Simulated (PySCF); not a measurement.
Method: PBE0-D3(BJ)/def2-TZVP (PySCF). All species are isolated molecules in the gas phase. One relaxed conformer stands for a flexible species; it need not be the lowest. 

Reference species (SMILES): `SC=C(S)S` (neutral, multiplicity 1).

```yaml
HOMO: -6.14 eV
S1 oscillator strength: 0.002
```

Changed species: `SC1SCS1` (H–S–C–S torsion 94°).

### Question
What does the change do to the HOMO and S1 oscillator strength?

### Answer
the HOMO falls by 0.68 eV, to -6.82 eV; the S1 oscillator strength stays essentially unchanged.
